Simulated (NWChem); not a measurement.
# H₃AlS in NWChem

```xyz
5

Al    -1.1157     0.1388     0.0000
H     -1.6623     1.6220     0.0000
H     -2.0259    -1.1508     0.0000
S      1.0503    -0.2110     0.0000
H      1.3869     1.1006     0.0000
```
Charge 0, spin multiplicity 1.

Everything below was run with NWChem. The geometry was optimised at B3LYP/def2-SVP, a minimum by its harmonic frequencies. It is one conformer; others weren't searched.

Symmetry labels belong to the abelian group Cs used in the runs, with the axes of the coordinates shown.

The structure started from a generated list of species.

List the lowest 3 singlet excitations that TD-LDA (SVWN5)/def2-SVPD gives, with oscillator strengths.


```tsv
state	symmetry	energy (eV)	wavelength (nm)	f
1	a'	4.94	251	0.071
2	a"	5.18	239	0.000
3	a"	5.44	228	0.003
```
